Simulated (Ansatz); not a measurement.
`[NH2][Al]([F])[SiH3]` + `N=C(N)[SiH2]N` → `N=C([SiH3])[SiH2]N` + `[NH2][Al]([NH2])[F]`  (redistribution)

Calculated with Ansatz (gas phase, PBE0-D4/def2-TZVP geometries, no zero-point term in ΔE). CBS: MP2 limit from def2 TZ/QZ plus the TZ coupled-cluster correction, frozen cores. This one scheme is used for every species. Functionals use def2-TZVPP. B3LYP here is the variant with VWN-RPA as its local correlation; programs differ in this. Each species was taken in one conformer, which may not be the lowest.

Is it downhill or uphill in electronic energy at CCSD(T)/CBS, and by how much? (Best estimate.)

Computed: Downhill: ΔE = -0.69 eV.

What do these levels give: PBE0-D4, B3LYP-D4, ωB97X-V, ωB97M-V, B2PLYP, PBE0, B3LYP, HF/def2-TZVPP, MP2/def2-TZVPP, CCSD(T)/def2-TZVPP, HF/def2-QZVPP, MP2/def2-QZVPP? (An estimate is asked.)

Ansatz gave: PBE0-D4 -0.38, B3LYP-D4 -0.56, ωB97X-V -0.53, ωB97M-V -0.63, B2PLYP -0.61, PBE0 -0.36, B3LYP -0.53, HF/def2-TZVPP -0.71, MP2/def2-TZVPP -0.72, CCSD(T)/def2-TZVPP -0.67, HF/def2-QZVPP -0.72, MP2/def2-QZVPP -0.74 eV.

Largest T1 diagnostic among the species: 0.013.

The D4 term adds −0.04 eV with B3LYP and −0.02 eV with PBE0; it sums over pairs of atoms, weighted by their polarisabilities, and B3LYP, whose exchange is more repulsive, gets the larger term. From PBE to PBE0 (25 % exact exchange), in def2-TZVPP and without D4, ΔE moves by −0.07 eV.
